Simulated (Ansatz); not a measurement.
```yaml
crystal:
  periodic: [false, false, false]
  atoms:
    - {symbol: C, position_ang: [-1.736593, 0.942056, 1.176210]}
    - {symbol: O, position_ang: [-0.655914, 0.727371, 0.290500]}
    - {symbol: Si, position_ang: [0.038567, -0.715964, 0.001235]}
    - {symbol: F, position_ang: [-0.966520, -1.669177, -0.806929]}
    - {symbol: Ge, position_ang: [1.967095, -0.305488, -1.319109]}
    - {symbol: H, position_ang: [-1.738656, 1.994006, 1.464637]}
    - {symbol: H, position_ang: [-2.686203, 0.706815, 0.688082]}
    - {symbol: H, position_ang: [-1.642486, 0.330226, 2.080454]}
    - {symbol: H, position_ang: [0.287086, -1.419865, 1.289308]}
    - {symbol: H, position_ang: [2.969125, 0.551263, -0.528813]}
    - {symbol: H, position_ang: [2.650502, -1.631522, -1.690902]}
    - {symbol: H, position_ang: [1.590997, 0.435078, -2.610771]}
basis:
  gaussian: {orbitals: ANO-RCC-VTZP, nuclear_model: gaussian}
total_charge: 1
magnetization: {spin_polarized: true, initial_magnetization: 9}
hamiltonian: {xc: {name: B3LYP}, dispersion: d3bj, pseudopotentials: {relativity: none}}
output: {forces: true}
```

```sh
$ ansatz run in.yaml --threads 4 --pin off --events-out ev --progress --plain --max-ram 11315MiB
```

It prints (some lines left out):

```
Functional definition: B3LYP
1941 factors; their error is unknown
mean field evaluation 1: about -69887.7195 eV, gradient 7.5e1 eV
mean field evaluation 2: about -69251.8244 eV, gradient 2.8e2 eV
mean field evaluation 4: about -69845.8552 eV, gradient 9.6e1 eV
mean field evaluation 8: about -69916.8331 eV, gradient 1.7e0 eV
mean field evaluation 16: about -69917.1077 eV, gradient 6.1e-2 eV
mean field evaluation 32: about -69917.1078 eV, gradient 3.2e-5 eV
mean field -69917.10777240 eV, -2569.4063191180 hartree, gradient 3.9e-6 eV, S^2 24.762627; 8 other end points of the search recorded, 0 dependent functions left out
reference -69917.10813801 eV, -2569.4063325538 hartree; 42, 33 occupied and 223, 232 virtual orbitals, 1941 factors
WARN: the results are in doubt because the basis set is contracted for relativity, which is off
Total energy: -69917.53679020 eV, -2569.4220852311 hartree
Atom 0 at    -1.736593     0.942056     1.176210 Å, force     0.704570     0.813260     1.952775 eV/Å
Atom 1 at    -0.655914     0.727371     0.290500 Å, force    -4.000619     4.558968     1.774261 eV/Å
Atom 2 at     0.038567    -0.715964     0.001235 Å, force     3.411715    -2.922826    -3.869316 eV/Å
Atom 3 at    -0.966520    -1.669177    -0.806929 Å, force    -2.251563    -1.292000     0.125440 eV/Å
Atom 4 at     1.967095    -0.305488    -1.319109 Å, force    -0.615840    -0.204597     0.629255 eV/Å
Atom 5 at    -1.738656     1.994006     1.464637 Å, force    -0.300837     0.465736    -0.474466 eV/Å
Atom 6 at    -2.686203     0.706815     0.688082 Å, force    -0.662604    -0.122772    -0.579883 eV/Å
Atom 7 at    -1.642486     0.330226     2.080454 Å, force    -0.181763    -0.352327    -0.287945 eV/Å
Atom 8 at     0.287086    -1.419865     1.289308 Å, force    -0.752584    -2.075426     3.898700 eV/Å
Atom 9 at     2.969125     0.551263    -0.528813 Å, force     3.848289     3.146144     2.893129 eV/Å
Atom 10 at     2.650502    -1.631522    -1.690902 Å, force     2.263719    -4.701208    -1.248054 eV/Å
Atom 11 at     1.590997     0.435078    -2.610771 Å, force    -1.462484     2.687048    -4.813896 eV/Å
Dipole moment:    -0.914974     0.593372     0.870089 e Å
In doubt: the basis set is contracted for relativity, which is off
```

(1) Something in this input is off. What?

## Answers

(1) The spin is set far too high for this molecule. The run converged. The result belongs to that input, not to the molecule as meant.

B3LYP here is the variant with VWN-RPA as its local correlation; programs differ in this.
